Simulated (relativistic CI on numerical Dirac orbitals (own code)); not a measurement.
# Pt⁺ (5d9) in a crystal field

Calculated by Dirac-Coulomb-Breit CI, KLI orbitals optimised for each configuration, a model potential for QED, valence Slater integrals scaled by 0.85, one configuration in a parametric crystal field (own radial code).

Field parameters in Wybourne normalisation: D3d B²₀ = −7Dσ, B⁴₀ = −14Dq − 21Dτ, B⁴₃ = −14√(10/7) Dq. The field is a parameter set, without covalency.

S is read from ⟨S²⟩ = S(S + 1).

Powder χT (cm³ K mol⁻¹) by Van Vleck's formula, with temperature-independent terms:

```csv
Field,2 K,5 K,10 K,20 K,50 K,100 K,200 K,300 K
"D3d, 10Dq = 11300, Dσ = -1200, Dτ = -60 cm⁻¹",0.346,0.351,0.358,0.374,0.42,0.498,0.637,0.734
"D3d, 10Dq = 11300, Dσ = 1200, Dτ = -60 cm⁻¹",0.515,0.516,0.519,0.525,0.542,0.571,0.629,0.685
"D3d, 10Dq = 11300, Dσ = 980, Dτ = -60 cm⁻¹",0.473,0.475,0.479,0.486,0.507,0.543,0.613,0.68
"D3d, 10Dq = 11300, Dσ = 760, Dτ = -60 cm⁻¹",0.432,0.435,0.439,0.448,0.476,0.521,0.61,0.688
"D3d, 10Dq = 11300, Dσ = 550, Dτ = -60 cm⁻¹",0.394,0.398,0.404,0.416,0.453,0.513,0.627,0.712
"D3d, 10Dq = 11300, Dσ = 330, Dτ = -60 cm⁻¹",0.357,0.363,0.372,0.39,0.445,0.536,0.676,0.754
"D3d, 10Dq = 11300, Dσ = 110, Dτ = -60 cm⁻¹",0.326,0.337,0.354,0.389,0.492,0.632,0.756,0.8
"D3d, 10Dq = 11300, Dσ = -110, Dτ = -60 cm⁻¹",0.327,0.384,0.477,0.622,0.762,0.799,0.817,0.828
```

(1) For D3d, 10Dq = 11300, Dσ = -1200, Dτ = -60 cm⁻¹: what effective moment follows at 300 K?

Answers

(1) μ_eff = √(8χT) = 2.42 μB. The ground level has S = 0.50; the spin-only moment for S = 1/2 is 1.73 μB. The difference comes from the orbital moment, spin-orbit mixing of terms and temperature-independent paramagnetism, all larger in this ionic model than in covalent complexes.
